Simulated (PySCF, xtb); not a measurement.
GeCl₂, SMILES [Cl][Ge][Cl] (connectivity only; charge and spin as stated), neutral, multiplicity 1.

Harmonic wavenumbers (cm⁻¹) from GFN2-xTB (xtb) at its own minimum, in rising order: 148, 322, 365.

Q: What does PBE0-D3(BJ)/def2-TZVP (PySCF 2.14.0) give at its own minimum? (Estimate from the structure and the level; the computed values follow.)

A: 158, 388, 409. Paired by order, the mean absolute difference is 40 cm⁻¹ and the zero-point energies are 1.2 and 1.4 kcal/mol.
